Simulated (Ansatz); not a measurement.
HO (SMILES [OH]), doublet, at a GFN2-xTB geometry. Base run: MP2/STO-3G (Ansatz, an electronic-structure program).

Input for Ansatz:
Ansatz 0.2 input:
```yaml
crystal:
  periodic: [false, false, false]
  atoms:
    - {symbol: O, position_ang: [-0.00000000, -0.00000000, -0.10703614]}
    - {symbol: H, position_ang: [0.00000000, 0.00000000, 0.85628915]}
basis:
  gaussian:
    orbitals: STO-3G
magnetization: {spin_polarized: true, initial_magnetization: 1}
correlation: {method: mp2}
```

Variants of this job, named by their change:

```json
[
 {"change": "base", "ΔE vs base (mEh)": "0.000", "MP2 correlation (Eh)": "-0.01554", "basis functions": "6"},
 {"change": "method = ccsd_t", "ΔE vs base (mEh)": "-8.525", "MP2 correlation (Eh)": "-0.01554", "basis functions": "6"},
 {"change": "accuracy = high", "ΔE vs base (mEh)": "0.000", "MP2 correlation (Eh)": "-0.01554", "basis functions": "6"},
 {"change": "method = rpa", "ΔE vs base (mEh)": "(withheld)", "MP2 correlation (Eh)": "-", "basis functions": "6"},
 {"change": "fitting = cc-pVTZ-JKFIT (mean field), cc-pVTZ-RIFIT (correlation)", "ΔE vs base (mEh)": "-0.031", "MP2 correlation (Eh)": "-0.01554", "basis functions": "6"},
 {"change": "reference functional = pbe0", "ΔE vs base (mEh)": "-0.057", "MP2 correlation (Eh)": "-", "basis functions": "6"},
 {"change": "method = bccd_t", "ΔE vs base (mEh)": "-8.525", "MP2 correlation (Eh)": "-0.01554", "basis functions": "6"},
 {"change": "lower_state_search = off", "ΔE vs base (mEh)": "0.000", "MP2 correlation (Eh)": "-0.01554", "basis functions": "6"},
 {"change": "electrons = outside_noble_gas", "ΔE vs base (mEh)": "0.000", "MP2 correlation (Eh)": "-0.01554", "basis functions": "6"},
 {"change": "method = ccsd", "ΔE vs base (mEh)": "-8.525", "MP2 correlation (Eh)": "-0.01554", "basis functions": "6"}
]
```

Question: What belongs in the gaps?

Answer: 
- method = rpa, ΔE vs base (mEh): -14.748
